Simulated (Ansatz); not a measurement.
This geometry of CH$_{5}$BOSi (9 atoms, charge 0, multiplicity 1) is a first-order saddle point.

The calculation used RKS B3LYP/cc-pVDZ (Ansatz).

```xyz
9
Properties=species:S:1:pos:R:3
B 0.328 1.051 0.092
C 0.278 -0.164 -0.687
O 0.940 -0.791 -1.694
Si -0.781 -0.696 0.667
H 0.965 2.041 0.314
H -0.669 0.994 0.955
H 1.580 -0.161 -2.063
H -0.368 -1.681 1.728
H -2.274 -0.593 0.689
```

**Question.** Which two structures does it join? (They come from a converged band through this point; their orientation in space is the band's.)

**Answer.** No bond is made or broken. The dihedral O3–C2–Si4–H9 goes from -180 to 0°. The two ends are copies of one structure, up to a mirror image or an exchange of like atoms.

First end point:

```xyz
9
Properties=species:S:1:pos:R:3
B -0.099 1.293 -0.326
C 0.362 -0.143 -0.167
O 1.531 -0.632 -0.698
Si -0.728 -1.167 0.767
H 0.581 2.080 -0.952
H -1.136 1.657 0.164
H 1.962 0.103 -1.164
H -0.500 -2.610 1.063
H -1.972 -0.581 1.313
```

Last end point:

```xyz
9
Properties=species:S:1:pos:R:3
B -0.096 1.294 -0.321
C 0.363 -0.143 -0.167
O 1.529 -0.633 -0.701
Si -0.730 -1.168 0.763
H 0.583 2.081 -0.948
H -1.131 1.660 0.174
H 1.960 0.102 -1.166
H -1.971 -0.579 1.314
H -0.508 -2.613 1.051
```

**Question.** How far does it lie above each of them?

**Answer.** 0.42 eV above the first and 0.42 eV above the second. This is the barrier of this one path; another mechanism may lie lower.

Run time: 6.6 min on 1 thread of Arm Neoverse V2, with other jobs on the host, peak memory 0.17 GiB.
